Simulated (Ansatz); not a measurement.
`CO[SiH](O)Cl` + `O[SiH3]` → `CO[SiH](O)O[SiH3]` + HCl  (ligand exchange at the Si–Cl bond)

Computed with Ansatz on PBE0-D4/def2-TZVP structures; ΔE is electronic, products minus reactants. CCSD(T)/CBS adds triple-zeta CCSD(T) − MP2 to the extrapolated MP2 energy (def2 sets, frozen cores). This one scheme is used for every species. Each species was taken in one conformer, which may not be the lowest.

`CO[SiH](O)Cl`:

```xyz
10

C    -0.512   -0.678   -1.407
O    -0.327    0.394   -0.506
Si    0.602    0.388    0.824
O     0.336    1.749    1.665
Cl    0.126   -1.282    1.930
H    -0.878   -1.569   -0.890
H    -1.249   -0.370   -2.148
H     0.421   -0.926   -1.923
H     2.043    0.334    0.532
H    -0.563    1.960    1.923
```

`O[SiH3]`:

Cartesian coordinates in Å:
```
O -1.155 -0.419 -0.366
Si 0.262 0.148 0.257
H -1.161 -0.698 -1.281
H 1.337 -0.881 0.200
H -0.025 0.498 1.666
H 0.742 1.351 -0.477
```

`CO[SiH](O)O[SiH3]`:

Z-matrix (Å, degrees):
```
C
O 1 1.410
H 1 1.091 2 108.3
H 1 1.096 2 111.7 3 119.4
H 1 1.094 2 111.0 3 -119.2
Si 2 1.631 1 124.1 3 -167.3
O 6 1.622 2 112.6 1 -65.0
O 6 1.631 2 106.8 1 176.4
H 6 1.477 2 109.8 1 53.7
Si 7 1.640 6 142.6 2 -89.1
H 8 0.958 6 117.1 2 -24.3
H 10 1.486 7 110.8 6 40.0
H 10 1.484 7 107.7 6 159.5
H 10 1.484 7 110.2 6 -81.2
```

HCl:

Cartesian coordinates in Å:
```
Cl -0.387 0.464 -0.208
H 0.387 -0.464 0.208
```

```
            species  MP2/CBS(def2) energy (Eh)
     `CO[SiH](O)Cl`                 -940.33428
          `O[SiH3]`                 -366.65375
`CO[SiH](O)O[SiH3]`                 -846.64285
                HCl                 -460.35267
```

(1) Work out ΔE.

Largest T1 diagnostic among the species: 0.011.

Answers

(1) ΔE = (-846.64285) + (-460.35267) − (-940.33428) − (-366.65375) = -0.00749 Eh = -19.7 kJ/mol. CCSD(T)/CBS gives -24.8 kJ/mol.

The D4 term adds −4.3 kJ/mol with B3LYP and −2.9 kJ/mol with PBE0; it sums over pairs of atoms, weighted by their polarisabilities, and B3LYP, whose exchange is more repulsive, gets the larger term. In def2-TZVPP, CCSD(T) changes the Hartree–Fock value by +4.9 kJ/mol (the triples alone add +1.9 kJ/mol) and MP2 by +10.0 kJ/mol. From PBE to PBE0 (25 % exact exchange), in def2-TZVPP and without D4, ΔE moves by −4.6 kJ/mol.

B3LYP here is the variant with VWN-RPA as its local correlation; programs differ in this.
